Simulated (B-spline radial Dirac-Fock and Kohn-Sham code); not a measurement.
**Subshell cross sections of Sb³⁺, photon energy 479 eV**

System: antimony as Sb³⁺ in the configuration [Kr] 4d10 5s2.

Model: a relativistic central-field model (Hartree-Slater potential of the initial state, Latter tail, multipole expansion of the photon field, Dirac-Fock thresholds). Program: a radial atomic solver. The asymmetry parameter β is from the dipole term alone. Kinetic energies are from the vacuum level.

| subshell | electrons | binding (eV) | kinetic (eV) | σ (kb) | β |
| --- | --- | --- | --- | --- | --- |
| 4s | 2 | 202.0 | 277.0 | 72.0 | 1.98 |
| 4p1/2 | 2 | 155.3 | 323.7 | 69.9 | 1.40 |
| 4p3/2 | 4 | 146.7 | 332.3 | 158 | 1.38 |
| 4d3/2 | 4 | 71.71 | 407.3 | 191 | 1.08 |
| 4d5/2 | 6 | 70.47 | 408.5 | 283 | 1.13 |
| 5s | 2 | 41.62 | 437.4 | 11.6 | 1.98 |

Branching ratios of the spin-orbit partners (statistical value in brackets): 4p 2.27 (2.00), 4d 1.48 (1.50).

Run: 5.2 s of CPU time on 1 thread of Neoverse-N1 (shared host), peak memory 0.40 GiB.

Values without a named source are computed, but for edge energies of neutral atoms, which are taken from tables.
